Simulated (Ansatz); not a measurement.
Basis-set extrapolation for `C=CS[Si](O)(O)O` (PBE0-D4/def2-TZVP geometry, frozen core, Ansatz 0.2.0). Multiplicity 1, RHF reference.

```csv
,def2-TZVPP,def2-QZVPP
HF,-990.617702,-990.652935
MP2 correlation,-1.331893,-1.437976
CCSD(T) correlation,-1.425743,not run
```

Energies in hartree. Use E(X) = E(∞) + A·exp(−7.88·√X) for Hartree–Fock and E(X) = E(∞) + B·X^(−2.97) for correlation, with X = 3 and 4, and add CCSD(T) minus MP2 of the smaller set to the MP2 limit.

Question: What is the CCSD(T) energy at the basis-set limit?

Answer: HF limit: -990.652935 + (-0.035233) × 0.13774 = -990.65779. MP2 limit: -1.437976 + (-0.106083) × 0.74074 = -1.51656. Higher-order term: -1.425743 − (-1.331893) = -0.09385. Total: -992.26820 hartree, 590.1 kJ/mol below CCSD(T)/def2-TZVPP.
